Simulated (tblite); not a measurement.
C4H7O3 (doublet state).
Structure used (GFN2-xTB), in Å, numbered top down from 1:
```xyz
14
C4H7O3 angstrom
C      2.2527    0.8448    0.5306
O      1.1168    0.4080    1.1556
C      0.3681   -0.5463    0.4601
C     -0.8733   -0.8943    1.3145
O     -1.9670   -0.5592    0.4894
C     -1.4731    0.3661   -0.4316
O     -0.1669   -0.0509   -0.7377
H      2.3667    0.6612   -0.5211
H      2.7077    1.6821    1.0194
H      1.0000   -1.4090    0.2038
H     -0.9415   -1.9506    1.5714
H     -0.8537   -0.2805    2.2234
H     -1.4583    1.3854   -0.0008
H     -2.0788    0.3427   -1.3390
```

Computed with GFN2-xTB (tblite): harmonic, unscaled wavenumbers at the GFN2-xTB geometry, gas phase. This tight-binding method is rough: wavenumbers can miss measured ones by several per cent, in bad cases by 10 to 20. One conformer, not necessarily the lowest. Open shells enter through the occupations alone, without spin polarisation, and single modes of such species can be off by tens of per cent.

Harmonic wavenumbers (cm⁻¹): 69.6, 108.6, 207.6, 252.1, 270.0, 419.9, 498.2, 542.2, 708.3, 732.2, 872.8, 952.6, 988.8, 1006.1, 1031.1, 1046.2, 1075.1, 1113.3, 1132.3, 1161.2, 1198.1, 1231.7, 1252.9, 1270.4, 1302.8, 1308.2, 1350.9, 1454.7, 1470.6, 2800.7, 2876.5, 2917.2, 2995.3, 3005.1, 3114.3, 3184.1.

A = 6160, B = 2130, C = 1794 MHz; mass 103.040 u (most abundant isotopes); point group C1, symmetry number 1; spin multiplicity 2.

What is the zero-point energy?

Half the sum of the wavenumbers: 23461 cm⁻¹ = 67.08 kcal/mol.

Give the ideal-gas entropy at 273.15 K and 1 bar in the rigid-rotor, harmonic-oscillator model (classical rotation).

Translation 39.40, rotation 26.75, vibration 15.00, spin (R ln 2) 1.38: S = 82.5 cal/(mol K).

And Cp and H(273.15 K) − H(0)?

Cp = 25.45 cal/(mol K), of which vibrations give 17.50 (their classical limit is 36 R = 71.5); H(273.15 K) − H(0) = 4.45 kcal/mol without the zero-point energy, 2.27 from vibrations.

Which modes carry the vibrational entropy at 273.15 K?

69.6 cm⁻¹: 3.99; 108.6 cm⁻¹: 3.12; 207.6 cm⁻¹: 1.91; 252.1 cm⁻¹: 1.56; 270.0 cm⁻¹: 1.45; 419.9 cm⁻¹: 0.77 cal/(mol K); the other 30 give 2.19 together.

What must be added to the electronic energy to get the Gibbs energy at 273.15 K and 1 bar?

ZPE + [H(273.15 K) − H(0)] − T·S = 67.08 + 4.45 − 22.54 = 48.99 kcal/mol.

Blend soft modes into free rotors: weight 1/[1 + (100 cm⁻¹/ν̃)⁴] for the oscillator and the rest for a rotor with moment μB/(μ + B), μ = h/(8π²ν), B = 10⁻⁴⁴ kg m². What vibrational entropy results?

14.14 cal/(mol K) in place of 15.00, which changes −T·S at 273.15 K by +0.23 kcal/mol.

Hindered rotation and anharmonicity are outside this model. Other conformers, if any are populated, would add a mixing term that is left out. The structure is chiral; the term R ln 2 for an equal mix with its mirror image is left out.

On an Arm Neoverse V2 with one thread (shared host), this took 0.25 s of wall time. This covers the Hessian and the dipole derivatives.
